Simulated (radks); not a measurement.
Species: Cs27+. Configuration: [Ar] 3d10. All-electron calculation, Dirac Kohn-Sham, PBE, spin-unpolarised, spherical densities, finite nucleus; Fermi nuclear charge, rms radius 4.8041 fm. Program: a radial shooting solver on a logarithmic mesh with Libxc functionals. Some entries of the table are withheld. Estimate them.

orbital,occ.,eigenvalue (eV),<r> (bohr)
1s1/2,2,-36693.69,0.02611
2s1/2,2,-6506.629,0.1114
2p1/2,2,-6180.104,(1)
2p3/2,4,-5825.983,(2)
3s1/2,2,-2008.839,0.2935
3p1/2,2,(3),(4)
3p3/2,4,(5),(6)
3d3/2,4,(7),(8)
3d5/2,6,(9),(10)

Answer. 
(1) 2p1/2 <r> (bohr): 0.09379
(2) 2p3/2 <r> (bohr): 0.09965
(3) 3p1/2 eigenvalue (eV): -1873.010
(4) 3p1/2 <r> (bohr): 0.2826
(5) 3p3/2 eigenvalue (eV): -1802.218
(6) 3p3/2 <r> (bohr): 0.2935
(7) 3d3/2 eigenvalue (eV): -1566.909
(8) 3d3/2 <r> (bohr): 0.2627
(9) 3d5/2 eigenvalue (eV): -1551.522
(10) 3d5/2 <r> (bohr): 0.2661
